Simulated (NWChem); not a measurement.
System: CH4MgS; SMILES [S](C)[MgH]

```xyz
7

Mg    -0.1740    -1.6519     0.0000
H     -0.7670    -3.2502     0.0000
S      0.6936     0.5087     0.0000
C     -0.8166     1.5760     0.0000
H     -0.4660     2.6260     0.0000
H     -1.4385     1.4256     0.9040
H     -1.4385     1.4256    -0.9040
```
Atoms are numbered in this order, from 1.

Program: NWChem. Pople sets run with spherical d functions. Structure relaxed at the PBE-D3(BJ)/def2-SVP level. Vertical excitations in the gas phase; the lowest state need not have the same character in each row.

| level | lowest excitation, singlet (eV) | oscillator strength of that lowest state | lowest state with f > 0.02, singlet (eV) | oscillator strength of that bright state | lowest triplet (eV) | orbital gap (eV) |
|---|---|---|---|---|---|---|
| PBE/6-31+G*, TDA | 3.72 | 0.010 | 3.92 | 0.027 | 3.55 | 3.69 |
| B3LYP/6-31+G*, TDA | 4.05 | 0.015 | 4.22 | 0.024 | 3.85 | 5.02 |
| PBE0/6-31+G*, TDA | 4.24 | 0.016 | 4.42 | 0.025 | 4.02 | 5.47 |
| LRC-wPBEh/6-31+G*, TDA | 4.50 | 0.017 | 4.67 | 0.028 | 4.28 | 8.56 |
